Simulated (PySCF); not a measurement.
Species: C₆H₁₆OSi₂.
SMILES with atom numbers: `[CH3:1][C:2]([CH3:3])([CH3:4])[C@@H:5]1[CH2:6][SiH2:7][O:8][SiH2:9]1`

Structure used (GFN2-xTB), in Å, numbered top down from 1:
```xyz
25
C6H16OSi2 angstrom
C     -1.5382    1.5967    0.3655
C     -1.0595    0.1515    0.1986
C     -2.0506   -0.5846   -0.7119
C     -1.0572   -0.5230    1.5717
C      0.3410    0.1767   -0.4437
C      0.9621   -1.2084   -0.7118
Si     2.8328   -0.9573   -0.9795
O      3.0143    0.4433   -0.1496
Si     1.6943    1.2280    0.4198
H     -2.5559    1.6198    0.7512
H     -0.8950    2.1357    1.0573
H     -1.5240    2.1176   -0.5894
H     -3.0537   -0.5395   -0.2919
H     -2.0751   -0.1302   -1.7004
H     -1.7779   -1.6311   -0.8210
H     -0.3383   -0.0490    2.2344
H     -2.0443   -0.4445    2.0236
H     -0.8129   -1.5794    1.4941
H      0.2088    0.6469   -1.4289
H      0.4649   -1.7033   -1.5461
H      0.8197   -1.8493    0.1596
H      3.6713   -1.9481   -0.3156
H      3.2051   -0.6896   -2.3659
H      1.7714    1.1518    1.8761
H      1.7860    2.5934   -0.0872
```

Definitions: NICS(0) = −σiso at the ring centroid; NICS(1) = −σiso and NICS(1)zz = −σzz at ±1 Å along the ring normal z. Level: GIAO PBE0/pcSseg-1 (PySCF, non-relativistic, gas phase) on the GFN2-xTB geometry, one conformer.

Ring bond lengths (Å), with Mayer bond orders in brackets: C5–C6 1.541 (1.00), C6–Si7 1.906 (0.90), Si7–O8 1.638 (0.93), O8–Si9 1.638 (0.94), Si9–C5 1.919 (0.87).

Task: What do the NICS probes read (ppm)?

Result: 
```json
{"ring": "C5–C6–Si7–O8–Si9", "type": "5-membered ring with O and 2 Si; formal bonds all single", "NICS(0)": "-5.3", "NICS(1), two faces": "-2.9 / -3.1", "NICS(1)zz, two faces": "-1.2 / -2.1", "rms pucker (Å)": "0.15", "centre to ring atoms, mean (Å)": "1.46"}
```

Task: What can be read from them?

Result: 
- C5–C6–Si7–O8–Si9: mean NICS(1)zz -1.6 ppm, near zero. C5, C6, Si7, Si9 have four or more neighbours, and the NICS criterion for π rings isn't applied.
